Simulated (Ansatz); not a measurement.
Consider the formal exchange of groups at a B–N bond: `C=NBC` + `O[SiH2][SiH3]` → `CB[SiH](O)[SiH3]` + `C=N`.

Calculated with Ansatz (gas phase, PBE0-D4/def2-TZVP geometries, no zero-point term in ΔE). CCSD(T)/CBS is the MP2 limit (def2-TZVPP, def2-QZVPP) plus CCSD(T) − MP2 in def2-TZVPP, frozen cores. This one scheme is used for every species. Functionals use def2-TZVPP. B3LYP here is the variant with VWN-RPA as its local correlation; programs differ in this. Each species was taken in one conformer, which may not be the lowest.

`C=NBC`:

Cartesian coordinates in Å:
```
C 2.080 0.226 -0.053
N 0.852 0.393 -0.098
B -0.493 0.577 -0.146
C -1.509 -0.589 0.145
H 2.651 -0.078 -0.937
H 2.647 0.377 0.872
H -0.865 1.685 -0.426
H -2.165 -0.313 0.977
H -1.031 -1.540 0.384
H -2.165 -0.737 -0.718
```

`O[SiH2][SiH3]`:

Z-matrix (Å, degrees):
```
Si
Si 1 2.347
O 1 1.654 2 112.4
H 1 1.484 2 110.6 3 117.6
H 1 1.493 2 108.5 3 -123.5
H 2 1.489 1 110.0 3 177.8
H 2 1.491 1 110.1 3 58.6
H 2 1.488 1 111.4 3 -61.5
H 3 0.958 1 117.6 2 -58.8
```

`CB[SiH](O)[SiH3]`:

Z-matrix (Å, degrees):
```
C
B 1 1.554
H 1 1.103 2 104.9
H 1 1.091 2 116.5 3 118.2
H 1 1.094 2 113.0 3 -113.5
Si 2 2.003 1 121.6 3 -109.4
H 2 1.203 1 118.0 3 72.9
Si 6 2.363 2 104.0 1 -72.3
O 6 1.661 2 117.0 1 164.0
H 6 1.490 2 112.0 1 42.2
H 8 1.489 6 111.7 2 179.2
H 8 1.490 6 109.8 2 58.7
H 8 1.491 6 110.9 2 -60.3
H 9 0.958 6 116.5 2 37.9
```

`C=N`:

Cartesian coordinates in Å:
```
C -0.158 -0.352 0.057
N 0.648 0.574 0.344
H -0.879 -0.323 -0.768
H -0.154 -1.260 0.664
H 0.542 1.361 -0.297
```

```json
{"level": "r2SCAN-D4", "ΔE (kJ/mol)": "137.2", "difference from CCSD(T)/CBS": "10.0"}
{"level": "PBE0-D4", "ΔE (kJ/mol)": "130.5", "difference from CCSD(T)/CBS": "3.3"}
{"level": "ωB97X-V", "ΔE (kJ/mol)": "127.4", "difference from CCSD(T)/CBS": "0.2"}
{"level": "ωB97M-V", "ΔE (kJ/mol)": "132.6", "difference from CCSD(T)/CBS": "5.4"}
{"level": "B2PLYP", "ΔE (kJ/mol)": "139.4", "difference from CCSD(T)/CBS": "12.2"}
{"level": "PBE", "ΔE (kJ/mol)": "137.6", "difference from CCSD(T)/CBS": "10.4"}
{"level": "r2SCAN", "ΔE (kJ/mol)": "138.4", "difference from CCSD(T)/CBS": "11.2"}
{"level": "PBE0", "ΔE (kJ/mol)": "134.0", "difference from CCSD(T)/CBS": "6.8"}
{"level": "B3LYP", "ΔE (kJ/mol)": "144.0", "difference from CCSD(T)/CBS": "16.8"}
{"level": "HF/def2-TZVPP", "ΔE (kJ/mol)": "131.3", "difference from CCSD(T)/CBS": "4.1"}
{"level": "MP2/def2-TZVPP", "ΔE (kJ/mol)": "133.9", "difference from CCSD(T)/CBS": "6.7"}
{"level": "SCS-MP2/def2-TZVPP", "ΔE (kJ/mol)": "132.4", "difference from CCSD(T)/CBS": "5.2"}
{"level": "CCSD(T)/def2-TZVPP", "ΔE (kJ/mol)": "126.7", "difference from CCSD(T)/CBS": "-0.5"}
{"level": "HF/def2-QZVPP", "ΔE (kJ/mol)": "132.0", "difference from CCSD(T)/CBS": "4.8"}
{"level": "SCS-MP2/def2-QZVPP", "ΔE (kJ/mol)": "132.8", "difference from CCSD(T)/CBS": "5.6"}
{"level": "CCSD/CBS(def2)", "ΔE (kJ/mol)": "126.9", "difference from CCSD(T)/CBS": "-0.3"}
{"level": "CCSD(T)/CBS", "ΔE (kJ/mol)": "127.2", "difference from CCSD(T)/CBS": "0"}
```

Largest T1 diagnostic among the species: 0.014.

From PBE to PBE0 (25 % exact exchange), in def2-TZVPP and without D4, ΔE moves by −3.7 kJ/mol. The D4 term adds −5.8 kJ/mol with B3LYP and −3.5 kJ/mol with PBE0; it sums over pairs of atoms, weighted by their polarisabilities, and B3LYP, whose exchange is more repulsive, gets the larger term.
